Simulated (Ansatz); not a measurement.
System: InH3, net charge -1, doublet state. 
Coordinates optimised at B3LYP-D3(BJ)/def2-TZVP (Ansatz, an electronic-structure program):
```
In
H 1 1.7977
H 1 1.7977 2 110.67
H 1 1.7977 2 110.67 3 123.06
```
Charge -1, spin multiplicity 2.

Basis-set convergence of Hartree-Fock and MP2 correlation energies (hartree) with Ansatz. Cores are frozen in the correlated levels unless marked. Open shells are spin-unrestricted. No spin-orbit coupling. The frozen core is the preceding noble-gas configuration, with the filled d and f shells of earlier blocks. Past Kr the def2 sets carry scalar-relativistic core potentials. This anion needs diffuse functions, which these sets lack.

```json
[
 {"basis": "def2-SVP", "functions": "41", "E(HF)": "-190.90334", "E(corr, MP2)": "-0.07682"},
 {"basis": "def2-TZVPP", "functions": "92", "E(HF)": "-190.91582", "E(corr, MP2)": "-0.09656"},
 {"basis": "def2-QZVPP", "functions": "172", "E(HF)": "?", "E(corr, MP2)": "?"}
]
```

Problem. Complete the blanks.

Solution. 
- def2-QZVPP, E(HF): -190.91852
- def2-QZVPP, E(corr, MP2): -0.10295
